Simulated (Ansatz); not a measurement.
Ansatz (a program for electronic structure) job for Al(Me)2(SH) (C2H7AlS), SMILES [CH3][Al]([CH3])[SH], CAM-B3LYP/def2-SVPD. Geometry: B3LYP-D3(BJ)/def2-SVP. The structure was generated by enumeration; whether it is a known compound was not checked. Other conformers were not sampled.

Ansatz 0.2 input:
```yaml
crystal:
  periodic: [false, false, false]
  atoms:
    - {symbol: Al, position_ang: [-0.28764515, 0.23981191, -0.16771141]}
    - {symbol: C, position_ang: [-1.99307678, -0.57210726, -0.67432753]}
    - {symbol: H, position_ang: [-2.03598703, -1.65129834, -0.45720379]}
    - {symbol: H, position_ang: [-2.18780049, -0.43805750, -1.75317557]}
    - {symbol: H, position_ang: [-2.83220766, -0.08867206, -0.14332164]}
    - {symbol: C, position_ang: [0.12380792, 2.13753741, -0.42298780]}
    - {symbol: H, position_ang: [0.06672528, 2.40487881, -1.49330753]}
    - {symbol: H, position_ang: [1.12264297, 2.42698842, -0.05937085]}
    - {symbol: H, position_ang: [-0.61877860, 2.76954102, 0.09577831]}
    - {symbol: S, position_ang: [1.20544847, -1.11084695, 0.72954640]}
    - {symbol: H, position_ang: [2.15323007, -0.15996465, 0.90199881]}
basis:
  gaussian:
    orbitals: def2-SVPD
hamiltonian:
  xc: {name: CAM-B3LYP}
```

Program output:

```
WARN ansatz: RAYON_NUM_THREADS=1 ignored (pool sized by the plan → 1); use --threads N
Functional definition: CAM-B3LYP
integrals: 0.10 GiB planned
1299 factors; their error is unknown
integrals: 0.12 GiB planned
556 factors; integrals over basis functions are off by at most 2.5e-5 eV
mean field: 0.86 GiB planned
mean field evaluation 1: about -19607.5812 eV, gradient 5.3e1 eV
mean field evaluation 2: about -19608.8371 eV, gradient 4.6e1 eV
mean field evaluation 4: about -19614.3747 eV, gradient 1.2e0 eV
mean field evaluation 8: about -19614.4633 eV, gradient 1.7e-1 eV
mean field evaluation 16: about -19614.4633 eV, gradient 3.8e-5 eV
mean field -19614.46334443 eV, -720.8182327471 hartree, gradient 3.8e-5 eV, S^2 0.000000; 0 other end points of the search recorded, 0 dependent functions left out
reference -19614.46349809 eV, -720.8182383938 hartree; 24, 24 occupied and 123, 123 virtual orbitals, 1299 factors
Total energy: -19614.46349809 eV, -720.8182383938 hartree
```

Self-consistency was reached.

Cost: very roughly 8 core-seconds.
